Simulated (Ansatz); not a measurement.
The same redistribution along the group Ti, Zr, Hf.

Calculated with Ansatz (gas phase, PBE0-D4/def2-TZVP geometries, no zero-point term in ΔE). CBS: MP2 limit from def2 TZ/QZ plus the TZ coupled-cluster correction, frozen cores. Functionals use def2-TZVPP. def2 core potentials past Kr. For Hf, Ti, Zr outer-core shells are correlated without core-valence functions, which leaves a few kJ/mol of doubt a bond. Scalar relativity is left out up to krypton. One conformer a species, not always the lowest.

```tsv
reaction	PBE-D4 (kJ/mol)	B2PLYP (kJ/mol)	MP2/CBS(def2) (kJ/mol)
`[NH2][Ti]([Cl])([Cl])[Cl]` + `FC1O[SiH2]O1` → `[F][Ti]([Cl])([Cl])[Cl]` + `NC1O[SiH2]O1`	-93	-87	-78
`[NH2][Zr]([Cl])([Cl])[Cl]` + `FC1O[SiH2]O1` → `[F][Zr]([Cl])([Cl])[Cl]` + `NC1O[SiH2]O1`	-106	-104	-104
`[NH2][Hf]([Cl])([Cl])[Cl]` + `FC1O[SiH2]O1` → `[F][Hf]([Cl])([Cl])[Cl]` + `NC1O[SiH2]O1`	-107	-105	-105
```

Q: Give the CCSD(T)/CBS values in the same order. (An estimate is asked.)

A: The calculation gave: -78, -101, -103 kJ/mol.

Largest T1 diagnostic: 0.025, for `[NH2][Ti]([Cl])([Cl])[Cl]`.
